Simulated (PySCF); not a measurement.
GeH4O4, SMILES [OH][Ge]([OH])([OH])[OH]. Heavy atoms are numbered as in [OH:1][Ge:2]([OH:3])([OH:4])[OH:5]. Hydrogens are named by the atom that carries them.

Geometry optimised at ωB97X-D3(BJ)/def2-SVP. The isomer is the one that the SMILES or the coordinates give; other isomers of the formula were not compared. The values are those of a single conformer.

Computed with HF/pcSseg-1 (PySCF).

GIAO shieldings, no solvent; atoms alike by connectivity are averaged. δ = σ(ref) − σ: ¹⁷O against H2O (σ = 333.0 ppm); ⁷³Ge against GeH4 (σ = 1776.1 ppm); ¹H against TMS (σ = 31.99 ppm), references at their B3LYP-D3(BJ)/def2-TZVP geometries, non-relativistic.

Computed chemical shifts:
| nucleus | atoms | count | δ (ppm) |
|---|---|---|---|
| ¹⁷O | O1 (OH) | 4 | 16.2 |
| ⁷³Ge | Ge2 | 1 | 237.3 |
| ¹H | H on O1 | 4 | 2.13 |
